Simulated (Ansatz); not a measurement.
```yaml
crystal:
  periodic: [false, false, false]
  atoms:
    - {symbol: O, position_ang: [-1.350878, 0.665472, -1.019497]}
    - {symbol: B, position_ang: [-0.440250, -0.112422, -0.418951]}
    - {symbol: C, position_ang: [0.728032, -0.232298, 0.561564]}
    - {symbol: S, position_ang: [0.117992, -1.772767, -0.333787]}
    - {symbol: H, position_ang: [-1.299097, 1.587528, -0.754321]}
    - {symbol: H, position_ang: [0.568433, -0.263585, 1.636092]}
    - {symbol: H, position_ang: [1.737069, 0.059972, 0.283199]}
basis:
  gaussian: {orbitals: pcseg-2}
hamiltonian: {xc: {name: PBE0}, pseudopotentials: {relativity: scalar}}
kpoints: {mp_grid: {grid: [2, 2, 2]}}
```

```sh
$ ansatz run in.yaml --threads 2 --pin off --events-out ev --progress --plain --max-ram 4352MiB
```

Shortened log:

```
Error: invalid value for `basis.gaussian`: such a run doesn't read kpoints; remove what it names
```

(1) What is wrong with this run?

## Answers

(1) The input holds a key that doesn't belong there. The program refused the input.
